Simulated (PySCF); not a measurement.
PySCF job for C3H10O2Si, SMILES C[Si@@H](O)OCC, TDA-B3LYP/def2-SVPD. The structure is a stationary point at PBE0-D3(BJ)/def2-SVP. The structure was generated by enumeration; whether it is a known compound was not checked. Other conformers were not sampled.

```python
import numpy as np
from pyscf import gto, scf, dft, tdscf

mol = gto.M(
    atom='''
    C     2.93138861   -0.07338640   -0.68171364
    C     1.51867123    0.42770580   -0.87296002
    O     0.65641928   -0.23600550    0.01506729
    Si   -0.88510621    0.25859883    0.40652992
    C    -2.11633479   -0.13592339   -0.92528418
    O    -1.34404941   -0.58725551    1.75484606
    H     3.62142802    0.42204959   -1.38136609
    H     3.27357557    0.12325968    0.34536731
    H     2.97823884   -1.15899858   -0.85355907
    H     1.48134535    1.52354956   -0.70958384
    H     1.19782828    0.25411956   -1.91871924
    H    -0.81734109    1.73337192    0.67034310
    H    -3.13045400    0.17340242   -0.62930644
    H    -1.86171240    0.38263936   -1.86280104
    H    -2.12916638   -1.21915658   -1.12066098
    H    -0.72356442   -0.57890851    2.48930779
    ''',
    basis='def2-SVPD',
    charge=0,
    spin=0,
    max_memory=1600,
    verbose=4,
)
mf = dft.RKS(mol, xc='b3lyp').density_fit(auxbasis='def2-universal-jkfit')
mf.grids.level = 3
mf.conv_tol = 1e-9
mf.max_cycle = 100
mf.kernel()
mf.grids = dft.Grids(mol).set(level=1).build(with_non0tab=True)  # coarser grid for the response kernel
td = tdscf.TDA(mf)
td.singlet = True
td.nstates = 6
td.conv_tol = 1e-4
td.positive_eig_threshold = 1e-6
td.kernel(x0=td.get_init_guess(mf, 11))
td.analyze()
tt = tdscf.TDA(mf)
tt.singlet = False
tt.nstates = 2
tt.conv_tol = 1e-4
tt.positive_eig_threshold = 1e-6
tt.kernel(x0=tt.get_init_guess(mf, 7))
tt.analyze(verbose=3)
```

Output:

```
PySCF version 2.14.0

[INPUT] verbose = 4
[INPUT] num. atoms = 16
[INPUT] num. electrons = 58
[INPUT] charge = 0
[INPUT] spin (= nelec alpha-beta = 2S) = 0
[INPUT] symmetry False subgroup None
[INPUT] Mole.unit = angstrom
[INPUT] Symbol           X                Y                Z      unit          X                Y                Z       unit  Magmom
[INPUT]  1 C      2.931388610000  -0.073386400000  -0.681713640000 AA    5.539521637569  -0.138680197268  -1.288252074980 Bohr   0.0
[INPUT]  2 C      1.518671230000   0.427705800000  -0.872960020000 AA    2.869872697956   0.808246823888  -1.649655355495 Bohr   0.0
[INPUT]  3 O      0.656419280000  -0.236005500000   0.015067290000 AA    1.240452662084  -0.445985758891   0.028473051539 Bohr   0.0
[INPUT]  4 Si    -0.885106210000   0.258598830000   0.406529920000 AA   -1.672608328052   0.488680964833   0.768230210241 Bohr   0.0
[INPUT]  5 C     -2.116334790000  -0.135923390000  -0.925284180000 AA   -3.999293140989  -0.256857981022  -1.748533687593 Bohr   0.0
[INPUT]  6 O     -1.344049410000  -0.587255510000   1.754846060000 AA   -2.539885282783  -1.109752079042   3.316178444172 Bohr   0.0
[INPUT]  7 H      3.621428020000   0.422049590000  -1.381366090000 AA    6.843507137626   0.797558136085  -2.610403587861 Bohr   0.0
[INPUT]  8 H      3.273575570000   0.123259680000   0.345367310000 AA    6.186161275367   0.232927037402   0.652649628278 Bohr   0.0
[INPUT]  9 H      2.978238840000  -1.158998580000  -0.853559070000 AA    5.628055741142  -2.190189894960  -1.612992873438 Bohr   0.0
[INPUT] 10 H      1.481345350000   1.523549560000  -0.709583840000 AA    2.799337007398   2.879091405602  -1.340919120017 Bohr   0.0
[INPUT] 11 H      1.197828280000   0.254119560000  -1.918719240000 AA    2.263567393459   0.480216371295  -3.625853873534 Bohr   0.0
[INPUT] 12 H     -0.817341090000   1.733371920000   0.670343100000 AA   -1.544550810453   3.275598200812   1.266764868492 Bohr   0.0
[INPUT] 13 H     -3.130454000000   0.173402420000  -0.629306440000 AA   -5.915700705549   0.327683083137  -1.189216820025 Bohr   0.0
[INPUT] 14 H     -1.861712400000   0.382639360000  -1.862801040000 AA   -3.518126558707   0.723083594879  -3.520183790155 Bohr   0.0
[INPUT] 15 H     -2.129166380000  -1.219156580000  -1.120660980000 AA   -4.023541331832  -2.303872039161  -2.117742330687 Bohr   0.0
[INPUT] 16 H     -0.723564420000  -0.578908510000   2.489307790000 AA   -1.367338587280  -1.093978535080   4.704109962846 Bohr   0.0

nuclear repulsion = 322.006715577272
number of shells = 92
number of NR pGTOs = 298
number of NR cGTOs = 210
basis = def2-SVPD
ecp = {}


[settings echo left out]
init E= -560.383928703735
  HOMO = -0.347540938938842  LUMO = -0.0351564558684112  gap/eV = 8.50041
cycle= 1 E= -559.927356597907  delta_E= 0.457  |g|=    1  |ddm|=  5.3
  HOMO = -0.14529422135931  LUMO = 0.0232080250169657  gap/eV = 4.58518
cycle= 2 E= -559.537853744023  delta_E= 0.39  |g|= 1.72  |ddm|= 2.53
  HOMO = -0.283938744569249  LUMO = 0.000596795582264331  gap/eV = 7.74261
cycle= 3 E= -560.122040678013  delta_E= -0.584  |g|= 0.144  |ddm|= 1.66
  HOMO = -0.281587465061132  LUMO = 0.00412732933318649  gap/eV = 7.77470
cycle= 4 E= -560.126062386471  delta_E= -0.00402  |g|= 0.0613  |ddm|= 0.22
  HOMO = -0.282715156092708  LUMO = 0.00468334550635774  gap/eV = 7.82051
cycle= 5 E= -560.12696665081  delta_E= -0.000904  |g|= 0.0132  |ddm|= 0.0762
  HOMO = -0.281794962359245  LUMO = 0.00432907447912312  gap/eV = 7.78583
cycle= 6 E= -560.126994963881  delta_E= -2.83e-05  |g|= 0.00594  |ddm|= 0.0173
  HOMO = -0.28224062780208  LUMO = 0.00428530673183936  gap/eV = 7.79677
cycle= 7 E= -560.127001694671  delta_E= -6.73e-06  |g|= 0.000753  |ddm|= 0.00634
  HOMO = -0.282183706563885  LUMO = 0.00429112556369304  gap/eV = 7.79538
cycle= 8 E= -560.127001824688  delta_E= -1.3e-07  |g|= 0.000196  |ddm|= 0.00131
  HOMO = -0.282205339047703  LUMO = 0.00428801753155961  gap/eV = 7.79588
cycle= 9 E= -560.127001833742  delta_E= -9.05e-09  |g|= 6.44e-05  |ddm|= 0.000335
  HOMO = -0.282203720786382  LUMO = 0.00428738311501808  gap/eV = 7.79582
cycle= 10 E= -560.127001834769  delta_E= -1.03e-09  |g|= 9.35e-06  |ddm|= 9.15e-05
  HOMO = -0.282203094941984  LUMO = 0.00428772050328297  gap/eV = 7.79581
cycle= 11 E= -560.127001834789  delta_E= -2e-11  |g|= 2.37e-06  |ddm|= 1.65e-05
  HOMO = -0.282203200503096  LUMO = 0.00428782906622338  gap/eV = 7.79582
Extra cycle  E= -560.127001834788  delta_E= 1.25e-12  |g|= 2.6e-06  |ddm|= 7.38e-06
converged SCF energy = -560.127001834788
tot grids = 57032
Overwritten attributes  positive_eig_threshold  of <class 'pyscf.tdscf.rks.TDA'>


******** <class 'pyscf.tdscf.rks.TDA'> for <class 'pyscf.df.df_jk.DFRKS'> ********
nstates = 6 singlet
deg_eia_thresh = 1.000e-03
wfnsym = None
conv_tol = 0.0001
eigh lindep = 1e-12
eigh level_shift = 0
eigh max_cycle = 100


Excitation energies (eV)
[6.91087295 7.25021719 7.60719053 7.70807743 7.8768101  8.0512997 ]

** Singlet excitation energies and oscillator strengths **
Excited State   1:      6.91087 eV    179.40 nm  f=0.0019
      29 -> 30       -0.69892
Excited State   2:      7.25022 eV    171.01 nm  f=0.0076
      29 -> 31       -0.69197
Excited State   3:      7.60719 eV    162.98 nm  f=0.0308
      27 -> 30       -0.12555
      29 -> 32        0.67595
Excited State   4:      7.70808 eV    160.85 nm  f=0.0156
      26 -> 30       -0.12237
      27 -> 30        0.46502
      28 -> 30        0.48427
Excited State   5:      7.87681 eV    157.40 nm  f=0.0081
      27 -> 30        0.46605
      28 -> 30       -0.49140
      29 -> 32        0.12891
Excited State   6:      8.05130 eV    153.99 nm  f=0.0112
      28 -> 31        0.10378
      29 -> 32        0.10419
      29 -> 33        0.60136
      29 -> 34        0.26614
      29 -> 35        0.11468

** Transition electric dipole moments (AU) **
state          X           Y           Z        Dip. S.      Osc.
  1        -0.0099      0.0014     -0.1047      0.0111      0.0019
  2        -0.1610      0.1156      0.0578      0.0426      0.0076
  3        -0.3427     -0.1447     -0.1638      0.1652      0.0308
  4        -0.0991      0.1908     -0.1901      0.0824      0.0156
  5         0.0357     -0.1025      0.1734      0.0419      0.0081
  6         0.1808      0.1471     -0.0508      0.0569      0.0112

** Transition velocity dipole moments (imaginary part, AU) **
state          X           Y           Z        Dip. S.      Osc.
  1        -0.0058      0.0020     -0.0263      0.0007      0.0019
  2        -0.0412      0.0238      0.0149      0.0025      0.0062
  3        -0.0916     -0.0289     -0.0421      0.0110      0.0262
  4        -0.0296      0.0499     -0.0414      0.0051      0.0120
  5         0.0154     -0.0300      0.0469      0.0033      0.0077
  6         0.0524      0.0222     -0.0125      0.0034      0.0077

** Transition magnetic dipole moments (imaginary part, AU) **
state          X           Y           Z
  1        -0.7504     -0.0517      0.2833
  2         0.0732      0.2507      0.1614
  3         0.3649      0.5459     -0.4835
  4         0.7250     -0.0639      0.1443
  5         0.1891     -0.0384     -0.0017
  6         0.1067     -0.0789      0.3662


******** <class 'pyscf.tdscf.rks.TDA'> for <class 'pyscf.df.df_jk.DFRKS'> ********
nstates = 2 triplet
deg_eia_thresh = 1.000e-03
wfnsym = None
conv_tol = 0.0001
eigh lindep = 1e-12
eigh level_shift = 0
eigh max_cycle = 100


Excitation energies (eV)
[6.79327605 7.08208977]

** Triplet excitation energies and oscillator strengths **
Excited State   1:      6.79328 eV    182.51 nm  f=0.0000
Excited State   2:      7.08209 eV    175.07 nm  f=0.0000
```

The run converged.

Cost: about 7 core-minutes (a rough figure).
